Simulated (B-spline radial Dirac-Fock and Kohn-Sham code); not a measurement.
**Energy-loss ionisation edge N7 of Os**

System: the free osmium atom, configuration 1s2 2s2 2p6 3s2 3p6 3d10 4s2 4p6 4d10 4f14 5s2 5p6 5d6 6s2. The computed values come from a radial B-spline solver: the first Born approximation with generalised oscillator strengths from a Dirac-Hartree-Slater potential (longitudinal and transverse terms; continuum final states only, so no white lines or fine structure). The edge is taken at 62.40 eV (orbital energy of the model).

Partial cross sections σ(β, Δ) in barn, integrated over a window Δ above the edge and up to the collection semi-angle β, for parallel illumination:

```
E₀ (kV)  β (mrad)  Δ = 25 eV  Δ = 50 eV  Δ = 100 eV  Δ = 200 eV  Δ = 300 eV
     80         5       6030      11900       31200       68500       86400
     80        10       7930      16000       42600       97900      127000
     80        20       9860      20400       53500      125000      166000
    100         5       5540      11000       29200       65300       83200
    100        10       7160      14500       38800       90100      118000
    100        20       8730      18200       47700      112000      149000
    100       100       9630      20900       54100      127000      173000
    120        50       8500      18400       47900      113000      154000
    200        10       5430      11200       29900       71100       94600
    200        20       6160      13100       34500       81900      111000
    200        50       6380      13800       36200       85900      117000
    200       100       6390      13900       36300       86100      118000
    300        50          ?          ?           ?           ?           ?
    300       100       5320      11500       30400       72500       99200
```

Q: Give the row for 300 kV and 50 mrad.

A: 5320 b for 25 eV, 11500 b for 50 eV, 30300 b for 100 eV, 72400 b for 200 eV, 99100 b for 300 eV.
